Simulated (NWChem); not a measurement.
# CaF2; SMILES [F][Ca][F]

All runs: NWChem. Medium grid unless said otherwise, to which SCAN and Minnesota functionals are sensitive. All runs use the structure optimised with PBE0-D3(BJ)/def2-TZVP.

Q: Order these by “orbital gap (eV)”, lowest first: PBE/def2-SVP; B3LYP/def2-SVP; Hartree-Fock/def2-SVP.

A: PBE/def2-SVP (4.25), B3LYP/def2-SVP (6.17), Hartree-Fock/def2-SVP (13.69)
